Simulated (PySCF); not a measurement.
# C₆ coefficients of unlike pairs at UHF

Calculated with PySCF 2.14 from the dipole response of each species, C₆(A,B) = (3/π) ∫ α_A(iu) α_B(iu) du, in atomic units, from isotropic polarisabilities. For ions this is the dispersion term alone; charge-induced terms of lower order in 1/R come first.

| species | configuration | basis | relativity | α (bohr³) | C₆ (like pair) |
| --- | --- | --- | --- | --- | --- |
| Au | [Xe] 4f14 5d10 6s1 (2S) | aug-cc-pwCVTZ-PP with ECP60MDF (8s8p7d4f3g) | core potential | 49.92 | 438.3 |
| Cd³⁺ | [Kr] 4d9 (2D) | aug-cc-pVDZ-PP with ECP28MDF (5s5p4d2f) | core potential | 3.254 | 14.18 |
| Au²⁺ | [Xe] 4f14 5d9 (2D) | aug-cc-pVTZ-PP with one added diffuse shell each of s, p, d, f, g type with ECP60MDF (7s7p6d4f3g) | core potential | 8.058 | 51.82 |
| Cd⁺ | [Kr] 4d10 5s1 (2S) | aug-cc-pwCVTZ-PP with ECP28MDF (8s8p7d4f3g) | core potential | 31.60 | 184.9 |

(1) Estimate C₆ for Au²⁺ with Au.

No spin-orbit coupling is included.

The other pairs:

| pair | C₆ |
| --- | --- |
| Cd⁺, Au | 284.4 |
| Cd⁺, Cd³⁺ | 40.24 |
| Au²⁺, Cd³⁺ | 26.52 |
| Cd⁺, Au²⁺ | 85.42 |
| Cd³⁺, Au | 61.15 |

Results:

(1) The integral gives 130.7. The combination rule 2 C_A C_B / (C_A α_B/α_A + C_B α_A/α_B) gives 116.0 and the geometric mean 150.7.
